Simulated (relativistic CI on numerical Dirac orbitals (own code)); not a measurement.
# The 31-electron sequence from Sb²⁰⁺ to Yb³⁹⁺

Calculated at this level of theory: Dirac-Coulomb-Breit CI, orbitals from a KLI potential per configuration, a model potential for QED, unscaled Slater integrals (own radial code, finite nucleus).

Configurations in the expansion (outside the closed core [Ar] 3d10): 4s2 4p, 4s 4p2, 4p3, 4s2 4d, 4s 4p 4d, 4s2 4f, 4p 4d2, 4d3, 4d2 4f. Double excitations out of closed p, d and f shells are left out; levels of such configurations are missing from the list, as are those of other unlisted configurations, and high levels can miss mixing partners.

Energies above each ion's lowest level, in eV. Levels are followed by their leading LS label, which can pass from one level to another where the coupling changes.

```csv
Ion,4s2 4p 2P°_1/2,4s2 4p 2P°_3/2,4s 4p2 4P_1/2,4s 4p2 4P_3/2,4s 4p2 4P_5/2
Sb²⁰⁺,0,12.255,43.086,50.406,54.421
Te²¹⁺,0,13.762,45.286,53.714,57.995
I²²⁺,0,15.401,47.505,57.167,61.711
Xe²³⁺,0,17.179,49.743,60.773,65.576
Cs²⁴⁺,0,19.107,51.997,64.543,69.599
Ba²⁵⁺,0,21.191,54.269,68.484,73.789
La²⁶⁺,0,23.442,56.556,72.606,78.156
Ce²⁷⁺,0,25.868,58.858,76.919,82.709
Pr²⁸⁺,0,28.48,61.176,81.434,87.459
Nd²⁹⁺,0,31.288,63.508,86.16,92.417
Pm³⁰⁺,0,34.302,65.855,91.108,97.594
Sm³¹⁺,0,37.533,68.214,96.289,103
Eu³²⁺,0,40.993,70.591,101.72,108.65
Gd³³⁺,0,44.694,72.982,107.41,114.56
Tb³⁴⁺,0,48.649,75.393,113.37,165.29
Dy³⁵⁺,?,?,?,?,?
Ho³⁶⁺,0,57.371,80.254,126.16,186.28
Er³⁷⁺,0,62.167,82.711,133.02,197.57
Tm³⁸⁺,0,67.272,85.189,140.21,209.38
Yb³⁹⁺,0,72.701,87.679,147.74,221.7
```

**Question.** Fill in the row of Dy³⁵⁺.

**Answer.** 4s2 4p 2P°_1/2 0, 4s2 4p 2P°_3/2 52.87, 4s 4p2 4P_1/2 77.812, 4s 4p2 4P_3/2 119.61, 4s 4p2 4P_5/2 175.52 (eV).

The lowest level keeps the configuration 4s2 4p and J = 1/2 throughout.

Between Z = 67 and 70 the energy of 4s2 4p 2P°_3/2 follows a local power law Z^5.4. For orientation: electrostatic splittings inside a shell grow about linearly with the screened charge, excitations that change n as its square, and fine structure as its fourth power; written in Z itself the exponents are larger, since the screened charge grows faster in proportion.
